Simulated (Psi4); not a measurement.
Psi4 input (wB97X-D/6-31G*):

```
memory 1500 MB

molecule {
2 2
H    -0.00000000   -0.00000000   -1.39203100
O    -0.00000000   -0.00000000   -0.39505600
C     0.00000000    0.00000000    0.75874600
symmetry c1
no_reorient
no_com
}

set {
  basis 6-31G*
  reference uks
  scf_type pk
  dft_radial_points 99
  dft_spherical_points 590
  e_convergence 1e-8
  d_convergence 1e-7
  maxiter 150
}

e = energy('wb97x-d')
print_out(f'\nFINAL {e:.10f} DIPOLE {variable("CURRENT DIPOLE")[0]:.6f} {variable("CURRENT DIPOLE")[1]:.6f} {variable("CURRENT DIPOLE")[2]:.6f}\n')
```

Output:

```
   => Loading Basis Set <=

    Name: 6-31G*
    Role: ORBITAL
    Keyword: BASIS
    atoms 1 entry H          line    44 file 6-31gs.gbs
    atoms 2 entry O          line   145 file 6-31gs.gbs
    atoms 3 entry C          line   111 file 6-31gs.gbs

   => WB97X-D: Empirical Dispersion <=

    Chai and Head-Gordon Dispersion Correction
    Chai, J.-D.; Head-Gordon, M. (2010), J. Chem. Phys., 132: 6615-6620

        s6 =       1.000000

         ---------------------------------------------------------
                                   SCF
               by Justin Turney, Rob Parrish, Andy Simmonett
                          and Daniel G. A. Smith
                              UKS Reference
         ---------------------------------------------------------

  ==> Geometry <==

    Molecular point group: c1
    Full point group: C_inf_v

    Geometry (in Angstrom), charge = 2, multiplicity = 2:

       Center              X                  Y                   Z               Mass
    ------------   -----------------  -----------------  -----------------  -----------------
         H            0.000000000000     0.000000000000    -1.392031000000     1.007825032230
         O            0.000000000000     0.000000000000    -0.395056000000    15.994914619570
         C            0.000000000000     0.000000000000     0.758746000000    12.000000000000

  Running in c1 symmetry.

  Rotational constants: A = ************  B =      1.48426  C =      1.48426 [cm^-1]
  Rotational constants: A = ************  B =  44497.09382  C =  44497.09382 [MHz]
  Nuclear repulsion =   27.737117124462269

  Charge       = 2
  Multiplicity = 2
  Electrons    = 13
  Nalpha       = 7
  Nbeta        = 6

  ==> Algorithm <==

  SCF Algorithm Type is PK.
  DIIS enabled.
  MOM disabled.
  Fractional occupation disabled.
  Guess Type is SAD.
  Energy threshold   = 1.00e-08
  Density threshold  = 1.00e-07
  Integral threshold = 1.00e-12

  ==> Primary Basis <==

  Basis Set: 6-31G*
    Blend: 6-31G*
    Number of shells: 14
    Number of basis functions: 32
    Number of Cartesian functions: 32
    Spherical Harmonics?: false
    Max angular momentum: 2

  ==> DFT Potential <==

   => LibXC <=

    Version 7.1.2
    S. Lehtola, C. Steigemann, M. J. T. Oliveira, and M. A. L. Marques,  SoftwareX 7, 1–5 (2018) (10.1016/j.softx.2017.11.002)

   => Composite Functional: WB97X-D <=

    wB97X-D Hyb-GGA Exchange-Correlation Functional

    J.-D. Chai and M. Head-Gordon,  Phys. Chem. Chem. Phys. 10, 6615–6620 (2008) (10.1039/B810189B)

    Deriv               =              1
    GGA                 =           TRUE
    Meta                =          FALSE

    Exchange Hybrid     =           TRUE
    MP2 Hybrid          =          FALSE

   => Exchange-Correlation Functionals <=

    1.0000   wB97X-D range-separated functional

   => Exact (HF) Exchange <=

    0.7780            HF,LR [omega = 0.2000]
    0.2220               HF

   => LibXC Density Thresholds  <==

    XC_HYB_GGA_XC_WB97X_D:  1.00E-14

   => Molecular Quadrature <=

    Radial Scheme          =       TREUTLER
    Pruning Scheme         =           NONE
    Nuclear Scheme         =       TREUTLER

    Blocking Scheme        =         OCTREE
    BS radius alpha        =              1
    Pruning alpha          =              1
    Radial Points          =             99
    Spherical Points       =            590
    Total Points           =         166356
    Total Blocks           =           1280
    Max Points             =            256
    Max Functions          =             32
    Weights Tolerance      =       1.00E-15

  ==> Integral Setup <==

  Using in-core PK algorithm.
   Calculation information:
      Number of atoms:                   3
      Number of AO shells:              14
      Number of primitives:             34
      Number of atomic orbitals:        32
      Number of basis functions:        32

      Integral cutoff                 1.00e-12
      Number of threads:                 1

  Performing in-core PK
  Using 418968 doubles for integral storage.
  We computed 5565 shell quartets total.
  Whereas there are 5565 unique shell quartets.

  Computing range-separated integrals for PK
  We computed 5565 wK shell quartets total.
  Whereas there are 5565 wK unique shell quartets.

  ==> DiskJK: Disk-Based J/K Matrices <==

    J tasked:                  Yes
    K tasked:                  Yes
    wK tasked:                 Yes
    Omega:               2.000E-01
    Schwarz Cutoff:          1E-12


  Cached 100.0% of DFT collocation blocks in 0.147 [GiB].

  Minimum eigenvalue in the overlap matrix is 8.1896122117E-03.
  Reciprocal condition number of the overlap matrix is 1.4924156043E-03.
    Using symmetric orthogonalization.

  ==> Pre-Iterations <==

  SCF Guess: Superposition of Atomic Densities via on-the-fly atomic UHF (no occupation information).

   -------------------------
    Irrep   Nso     Nmo
   -------------------------
     A         32      32
   -------------------------
    Total      32      32
   -------------------------

  ==> Iterations <==

                        Total Energy        Delta E     RMS |[F,P]|

   @UKS iter SAD:  -113.34614928403228   -1.13346e+02   0.00000e+00
   @UKS iter   1:  -112.52673855622290    8.19411e-01   1.12513e-02 ADIIS/DIIS
   @UKS iter   2:  -112.52954212022553   -2.80356e-03   1.42324e-02 ADIIS/DIIS
   @UKS iter   3:  -112.60138777026167   -7.18457e-02   3.69505e-03 ADIIS/DIIS
   @UKS iter   4:  -112.60641280209528   -5.02503e-03   4.78314e-04 ADIIS/DIIS
   @UKS iter   5:  -112.60676138453891   -3.48582e-04   2.47624e-04 ADIIS/DIIS
   @UKS iter   6:  -112.60695172831839   -1.90344e-04   1.33909e-04 ADIIS/DIIS
   @UKS iter   7:  -112.60703085887096   -7.91306e-05   2.01971e-05 DIIS
   @UKS iter   8:  -112.60703155059088   -6.91720e-07   2.22131e-06 DIIS
   @UKS iter   9:  -112.60703155591547   -5.32459e-09   3.36398e-07 DIIS
   @UKS iter  10:  -112.60703155607676   -1.61293e-10   5.10914e-08 DIIS
  Energy and wave function converged.

  ==> Post-Iterations <==

   Electrons on quadrature grid:
      Nalpha   =    6.9999999924 ; deviation = -7.641e-09
      Nbeta    =    5.9999999920 ; deviation = -7.989e-09
      Ntotal   =   12.9999999844 ; deviation = -1.563e-08

   @Spin Contamination Metric:   3.181265292E-02
   @S^2 Expected:                7.500000000E-01
   @S^2 Observed:                7.818126529E-01
   @S   Expected:                5.000000000E-01
   @S   Observed:                5.000000000E-01

    Orbital Energies [Eh]
    ---------------------

    Alpha Occupied:

       1A    -20.181438     2A    -11.356466     3A     -2.037606
       4A     -1.588379     5A     -1.313724     6A     -1.308704
       7A     -1.308704

    Alpha Virtual:

       8A     -0.721019     9A     -0.721019    10A     -0.452099
      11A     -0.232452    12A     -0.061440    13A     -0.015932
      14A     -0.015932    15A      0.022369    16A      0.335717
      17A      0.335717    18A      0.338205    19A      0.730001
      20A      0.791997    21A      0.791997    22A      0.793759
      23A      0.793760    24A      1.033530    25A      1.256455
      26A      1.256456    27A      1.642538    28A      1.843415
      29A      1.843415    30A      2.519150    31A      3.205995
      32A      3.243307

    Beta Occupied:

       1A    -20.185109     2A    -11.332796     3A     -2.036936
       4A     -1.580659     5A     -1.307549     6A     -1.307549

    Beta Virtual:

       7A     -0.862329     8A     -0.647257     9A     -0.647257
      10A     -0.440142    11A     -0.182561    12A     -0.047012
      13A      0.012003    14A      0.012003    15A      0.139370
      16A      0.330273    17A      0.330273    18A      0.356954
      19A      0.733365    20A      0.834423    21A      0.834423
      22A      0.847655    23A      0.847655    24A      1.042705
      25A      1.284301    26A      1.284301    27A      1.724518
      28A      1.894667    29A      1.894667    30A      2.534422
      31A      3.234951    32A      3.324887

    Final Occupation by Irrep:
              A
    DOCC [     6 ]
    SOCC [     1 ]
    NA   [     7 ]
    NB   [     6 ]

  @UKS Final Energy:  -112.60703155607676

   => Energetics <=

    Nuclear Repulsion Energy =             27.7371171244622694
    One-Electron Energy =                -197.3190906069500272
    Two-Electron Energy =                  66.4816839115216851
    DFT Exchange-Correlation Energy =      -9.5066771920036146
    Empirical Dispersion Energy =          -0.0000647931070557
    VV10 Nonlocal Energy =                  0.0000000000000000
    Total Energy =                       -112.6070315560767625

  UHF NO Occupations:
  HONO-2 :    5  A 1.9920580
  HONO-1 :    6  A 1.9920580
  HONO-0 :    7  A 1.0000000
  LUNO+0 :    8  A 0.0079420
  LUNO+1 :    9  A 0.0079420
  LUNO+2 :   10  A 0.0000516
  LUNO+3 :   11  A 0.0000322

Computation Completed

Properties will be evaluated at   0.000000,   0.000000,   0.000000 [a0]

Properties computed using the SCF density matrix

 Multipole Moments:

 ------------------------------------------------------------------------------------
     Multipole            Electronic (a.u.)      Nuclear  (a.u.)        Total (a.u.)
 ------------------------------------------------------------------------------------

 L = 1.  Multiply by 2.5417464519 to convert [e a0] to [Debye]
 Dipole X            :         -0.0000000            0.0000000           -0.0000000
 Dipole Y            :          0.0000000            0.0000000            0.0000000
 Dipole Z            :          0.1919403           -0.0000057            0.1919346
 Magnitude           :                                                    0.1919346

 ------------------------------------------------------------------------------------

FINAL -112.6070315561 DIPOLE -0.000000 0.000000 0.191935

*** Psi4 exiting successfully. Buy a developer a beer!
```

The dipole moment of an ion depends on the origin.

The geometry given is a B3LYP-D3(BJ)/def2-TZVP minimum of the species of charge 1 and multiplicity 1, not of this state.
